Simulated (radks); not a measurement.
Results of a calculation; reference values are marked as such.
The mean radii <r> (bohr) of the occupied orbitals of an atom or ion are listed with their occupations. Level of theory: scalar-relativistic Kohn-Sham, PBE, spin-unpolarised, spherical densities, point nucleus (a radial shooting solver on a logarithmic mesh with Libxc functionals).

| orbital | occ. | <r> |
|---|---|---|
| 1s | 2 | 0.02905 |
| 2s | 2 | 0.1255 |
| 2p | 6 | 0.1096 |
| 3s | 2 | 0.3393 |
| 3p | 6 | 0.3377 |
| 3d | 10 | 0.3145 |
| 4s | 2 | 0.8147 |
| 4p | 6 | 0.8786 |
| 4d | 9 | 1.063 |
| 5s | 1 | 2.188 |
| 5p | 3 | 2.678 |

Name the element and its charge.

Answer. Z = 50, tin, charge +1: Sn+ in [Kr] 4d9 5s1 5p3. The 1s radius gives Z: for a bare nucleus <r> = (2 gamma + 1)/(2Z) with gamma = sqrt(1 - (Z/c)^2), 0.02862 bohr for Z = 50, and screening makes it slightly larger (0.02905 here). The occupations add up to 49, and the charge is Z minus that.
